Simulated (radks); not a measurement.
Values are calculated unless marked as measured or tabulated.
Numerical settings for the europium ion Eu2+, [Xe] 4f7. Code: a radial shooting solver on a logarithmic mesh with Libxc functionals. Model: Dirac Kohn-Sham, PBEsol, spin-unpolarised, spherical densities, point nucleus; open shells fill j = l - 1/2 first. The defaults (mesh step 0.008 in ln r, mesh end at 40 bohr or more with all orbitals vanishing there, Anderson mixing 0.5 over 9 steps, residual threshold near 1e-9 with the energy settled to 1e-9 hartree or 1e-11 of itself, here a cap of 74 iterations) give E = -10847.8297 hartree and 4f7/2 at -15.710 eV in 14 iterations. Run on one thread of a shared host, so times are rough (Arm Neoverse N1): 0.22 s of CPU time, 0.22 s wall, 14 iterations on 2541 mesh points. Changes against that run (0 stands for a change within the tolerance of the run):

\begin{tabular}{lrrrrr}
setting & iterations & converged & E (mhartree) & e(4f7/2) (meV) & CPU (s) \\ \hline
mesh step in ln r 0.2 & 4 & no & diverged & - & 0.01 \\
mesh step in ln r 0.05 & 14 & yes & -0.0308 & -0.0325 & 0.05 \\
mesh step in ln r 0.005 & 14 & yes & 0 & 0 & 0.34 \\
mesh end (bohr) 2 & 14 & level above zero & +8.93e+03 & +4.18e+04 & 0.15 \\
mesh end (bohr) 8 & 14 & yes & +0.0128 & +1.7 & 0.21 \\
residual threshold 0.001 & 11 & yes & 0 & +0.0578 & 0.19 \\
residual threshold 0.1 & 11 & yes & 0 & +0.0578 & 0.19 \\
mixing 0.2 & 16 & yes & 0 & 0 & 0.24 \\
linear mixing, mixing 0.8 & 74 & no & +3.51e+04 & +1.08e+04 & 2 \\
linear mixing, mixing 0.5 & 38 & yes & 0 & 0 & 0.44 \\
mixing history 3 & 17 & yes & 0 & 0 & 0.23 \\
iteration cap 5 & 5 & no & +0.442 & +43.6 & 0.09 \\
\end{tabular}

Settled on a wrong energy, with an occupied level pushed above zero by the early mesh end: mesh end (bohr) 2 (+8.93 hartree). Apart from these: no run marked as converged misses the energy by more than 1 mhartree. A mesh that ends early acts as a hard wall.
